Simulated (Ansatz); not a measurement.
A structure relaxed at PBE-D4/def2-SVP in Ansatz, charge 0, singlet:

```xyz
18

Sn    0.113   -3.225    1.934
Sn    3.503   -2.142    1.311
Sn   -3.576    0.278   -0.280
Sn   -2.508    3.389   -1.990
Sn    0.098    0.612   -0.078
Sn   -1.491   -0.611   -3.281
S    -1.858    2.232    0.282
S    -0.226    3.079   -3.100
S    -0.490   -0.580    2.215
S    -3.432    1.057   -2.822
S     1.533   -3.050   -0.408
S     2.026   -1.019   -0.770
S    -1.564   -1.353   -0.736
S     0.446    1.169   -2.619
S     1.917    2.060    1.021
S     2.188   -2.888    3.288
S     2.517    0.661    2.429
S     0.803    0.332    3.603
```

Give its formula.

Sn₆S₁₂ (the lowest singlet isomer of a short search).

Summarise the bond lengths by kind (pairs closer than 1.2 times the sum of covalent radii, bridged metal pairs left out).

21 × S–Sn 2.49 to 2.79 Å; 5 × S–S 2.07 to 2.12 Å.

In the def2 sets Sn takes a core potential; there is no spin–orbit coupling. The structure comes from a short search, and lower isomers may exist.
